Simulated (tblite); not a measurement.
C5H8ClSi (doublet state).
Z-matrix (Å and degrees, GFN2-xTB geometry), rows numbered from 1:
```
C 
C   1  1.3195
C   2  1.5156  1  127.77
C   3  1.4957  2   96.91  1   179.05
C   4  1.4438  3  124.83  2   172.09
Cl  5  1.8703  4  109.58  3   -80.68
Si  4  1.8759  3   95.78  2     1.70
H   1  1.0812  2  122.28  3    -0.20
H   1  1.0777  2  121.80  3   179.72
H   3  1.0955  2  113.59  1    59.50
H   3  1.0955  2  113.18  1   -62.28
H   5  1.0901  4  114.01  3    34.25
H   5  1.0874  4  113.92  3   163.89
H   7  1.4652  2  117.60  1   -68.95
H   7  1.4634  2  116.72  1    66.03
```

Level: GFN2-xTB in tblite, geometry and Hessian alike; calculated harmonic values, unscaled, isolated species. The method is semi-empirical: single wavenumbers can be off by several per cent or more. Modes of hydrogen on silicon can be 10 to 20 % off. One conformer, not necessarily the lowest. Open shells enter through the occupations alone, without spin polarisation, and single modes of such species can be off by tens of per cent.

Harmonic wavenumbers (cm⁻¹): 40.6, 47.5, 127.4, 235.0, 285.4, 312.7, 328.3, 433.3, 469.4, 501.6, 508.6, 595.1, 651.2, 656.7, 661.8, 794.2, 859.1, 889.1, 909.8, 927.6, 1028.5, 1046.1, 1137.0, 1155.4, 1183.2, 1207.2, 1311.9, 1414.3, 1417.6, 1425.6, 1725.0, 2222.1, 2250.5, 2886.2, 2923.3, 2962.8, 2999.8, 3053.7, 3101.7.

A = 3586, B = 938.1, C = 846.7 MHz; mass 131.008 u (most abundant isotopes); point group C1, symmetry number 1; spin multiplicity 2.

Q: What is the zero-point energy?

A: ½Σν̃ = 23343 cm⁻¹ = 66.74 kcal/mol.

Q: What is S at 400 K and 1 bar for an ideal gas of classical rigid rotors and harmonic oscillators?

A: Translation 42.01, rotation 29.99, vibration 33.64, spin (R ln 2) 1.38: S = 107.0 cal/(mol K).

Q: And Cp and H(400 K) − H(0)?

A: Cp = 42.35 cal/(mol K), of which vibrations give 34.41 (their classical limit is 39 R = 77.5); H(400 K) − H(0) = 10.12 kcal/mol without the zero-point energy, 6.94 from vibrations.

Q: Which modes carry the vibrational entropy at 400 K?

A: 40.6 cm⁻¹: 5.81; 47.5 cm⁻¹: 5.50; 127.4 cm⁻¹: 3.56; 235.0 cm⁻¹: 2.38; 285.4 cm⁻¹: 2.02; 312.7 cm⁻¹: 1.86 cal/(mol K); the other 33 give 12.51 together.

Q: How do the functions run with temperature in this model?

A: 
| T (K) | S (cal/(mol K)) | Cp (cal/(mol K)) | H − H(0) (kcal/mol) | G − H(0) (kcal/mol) | ln q(vib) |
| --- | --- | --- | --- | --- | --- |
| 150 | 77.4 | 20.6 | 2.13 | -9.48 | 2.81 |
| 250 | 90.1 | 30.0 | 4.66 | -17.87 | 4.93 |
| 298.15 | 95.8 | 34.3 | 6.21 | -22.35 | 5.97 |
| 600 | 126.5 | 53.8 | 19.83 | -56.09 | 12.50 |
| 900 | 150.6 | 64.5 | 37.71 | -97.79 | 18.51 |

q(vib) and H(0) count from the zero-point level.

Q: What must be added to the electronic energy to get the Gibbs energy at 400 K and 1 bar?

A: ZPE + [H(400 K) − H(0)] − T·S = 66.74 + 10.12 − 42.80 = 34.06 kcal/mol.

Q: Blend soft modes into free rotors: weight 1/[1 + (100 cm⁻¹/ν̃)⁴] for the oscillator and the rest for a rotor with moment μB/(μ + B), μ = h/(8π²ν), B = 10⁻⁴⁴ kg m². What vibrational entropy results?

A: 30.21 cal/(mol K) in place of 33.64, which changes −T·S at 400 K by +1.37 kcal/mol.

Hindered rotation and anharmonicity are outside this model. Other conformers, if any are populated, would add a mixing term that is left out. The structure is chiral; the term R ln 2 for an equal mix with its mirror image is left out.
